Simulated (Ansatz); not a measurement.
Geometry optimisation, RKS PBE-D4/def2-SVP (Ansatz).

input.yaml

```yaml
crystal:
  periodic: [false, false, false]
  atoms:
    - { symbol: Ge, position_ang: [-0.489875, 0.0, -0.435662] }
    - { symbol: H, position_ang: [0.194547, 0.0, 2.244634] }
    - { symbol: H, position_ang: [0.791033, 0.0, 0.424237] }
    - { symbol: H, position_ang: [-0.581083, 1.275842, -1.309456] }
    - { symbol: H, position_ang: [-0.581083, -1.275842, -1.309456] }
    - { symbol: Cl, position_ang: [-2.284824, 0.0, 0.849199] }
    - { symbol: H, position_ang: [-0.418816, 0.0, 2.624903] }
basis:
  gaussian: { orbitals: def2-SVP }
hamiltonian:
  xc: pbe
  dispersion: d4
relax:
  f_tol: 0.03
  max_steps: 50
output:
  orbitals: {}
```

Command:

```bash
$ ansatz run input.yaml --threads 1 --pin off --max-ram 2048MiB --backend cpu --events-out ev --progress --plain --runs-dir out
```

Problem. Where does it end, and by what steps?

Solution. The forces met the threshold. The force dipped under the threshold on the way, but the program's further checks kept it going. After 10 steps the energy has fallen by 0.258 eV; H2 moved furthest, 1.09 Å.

```tsv
step	energy less start (eV)	largest force component (eV/Å)	accepted
0	0.0000	1.704	yes
1	-0.1483	0.245	yes
2	-0.2002	0.202	yes
3	-0.2303	0.148	yes
4	-0.2452	0.083	yes
5	-0.2540	0.196	yes
6	-0.2576	0.027	yes
7	-0.2569	0.185	no
8	-0.2579	0.023	yes
9	-0.2581	0.039	yes
10	-0.2582	0.025	yes
```

```xyz
7
Properties=species:S:1:pos:R:3
Ge -0.551 0.000 -0.726
H 0.310 0.000 3.326
H 0.757 0.000 0.099
H -0.684 1.279 -1.587
H -0.684 -1.279 -1.587
Cl -2.209 0.000 0.699
H -0.308 0.000 2.864
```

Whether the end is a true minimum wasn't checked by a vibrational analysis.

The run took 18 s on 1 thread of Arm Neoverse V2 (shared host), peak memory 0.12 GiB.
